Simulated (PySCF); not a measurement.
Question: Write a Z-matrix for `S(CB)C` (C2H7BS) as optimised with PBE0-D3(BJ)/def2-SVP.

Answer: 
Z-matrix in Å and degrees, rows numbered from 1:
```
B 
C   1  1.5572
S   2  1.8133  1  118.38
C   3  1.8029  2   99.57  1   -62.58
H   1  1.2091  2  121.83  3   -13.79
H   1  1.2116  2  118.88  3   169.28
H   2  1.1122  1  102.13  3   115.41
H   2  1.1047  1  113.32  3  -133.50
H   4  1.1015  3  111.56  2    61.01
H   4  1.1013  3  111.63  2   -61.98
H   4  1.0987  3  107.03  2   179.49
```

B1 (three-coordinate boron) is planar (angles 121.8°, 119.2° and 118.9°, sum 359.9°, 0.02 Å off the plane of its three neighbours). S3 (sulfide sulfur) is bent (angle 99.6°).

Method used: PBE0-D3(BJ)/def2-SVP geometry optimisation, gas phase in PySCF.

Point group: C1 (no symmetry element, even within 0.4 Å). Stationary, but not proved a minimum. The numbers are those of one conformer (H–B1–C2–S3 -14° and 169°, B1–C2–S3–C4 -63°).
